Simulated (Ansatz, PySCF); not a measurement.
C$_{3}$H$_{10}$Se$_{2}$Si (SMILES C[Si](C)(C)[Se][SeH]), singlet, at a GFN2-xTB geometry. Base run: CASSCF(6,6)/STO-3G in PySCF.

Input for PySCF:
```python
from pyscf import gto, scf, mcscf
import numpy

mol = gto.Mole()
mol.atom = '''
    Se    0.60182407    0.12008912    0.98119728
    Se   -0.48904032    1.94334013    0.10332819
    H     0.65607193    2.51283872   -0.59324283
    Si   -0.01440783   -1.51149922   -0.63160370
    C    -1.91617259   -1.65464660   -0.58588746
    C     0.86538855   -3.09803839   -0.05970761
    C     0.60273597   -0.89733025   -2.33014137
    H    -2.28126400   -2.32722282   -1.35549727
    H    -2.25792758   -2.02631443    0.37625646
    H    -2.37683333   -0.68269788   -0.74515800
    H     0.56712356   -3.36847723    0.94857662
    H     1.94349787   -2.97118969   -0.06196609
    H     0.62274427   -3.92631215   -0.71640059
    H     1.68212985   -0.77282967   -2.33507142
    H     0.15738853    0.06324914   -2.57628686
    H     0.34241942   -1.59655776   -3.11820578
'''
mol.basis = 'sto-3g'
mol.verbose = 3
mol.build()

mf = scf.RHF(mol)
mf.kernel()
mc = mcscf.CASSCF(mf, 6, 6)
mc.fix_spin_(ss=0.0)
mc.kernel()
occ = numpy.linalg.eigvalsh(mc.fcisolver.make_rdm1(mc.ci, mc.ncas, mc.nelecas))[::-1]
ss = mc.fcisolver.spin_square(mc.ci, mc.ncas, mc.nelecas)[0]
print('natural occupations', occ.round(4), ' <S^2>', round(ss, 4))
```

Programs used: Ansatz (a quantum-chemistry and plane-wave program), PySCF; a row that names a program was run with it.

Each row names what was changed in the base input (with any setting that the change needs).

```csv
change,ΔE vs base (kcal/mol),natural occupations,<S^2> of the state
base,0.000,1.98 1.97 1.96 0.04 0.03 0.02,0.00
orbitals = fixed (CASCI); correction = SC-NEVPT2,-119.2,2.00 2.00 1.98 0.02 0.00 0.00,0.00
solver = newton,0.000,1.98 1.97 1.96 0.04 0.03 0.02,0.00
correction = SC-NEVPT2,-126.9,1.98 1.97 1.96 0.04 0.03 0.02,0.00
"active space = 6 electrons, 5 orbitals",10.17,2.00 1.98 1.96 0.04 0.03,0.00
start = MP2 natural orbitals,2.17,1.98 1.98 1.96 0.04 0.03 0.02,0.00
"code = ansatz; correction = SC-NEVPT2, all electrons",-126.9,-,-
"active space = 6 electrons, 8 orbitals",1.79,1.98 1.97 1.96 0.04 0.03 0.02 0.00 0.00,0.00
"active space = 2 electrons, 3 orbitals",21.03,1.98 0.02 0.00,0.00
orbitals = fixed (CASCI),22.14,2.00 2.00 1.98 0.02 0.00 0.00,0.00
state_average = 2 states,6.80,-,-
```

Active orbitals are taken around the Fermi level unless the row says otherwise; CASSCF can end in different local minima, and two programs can end on different orbitals. State-averaged rows give the lowest state.
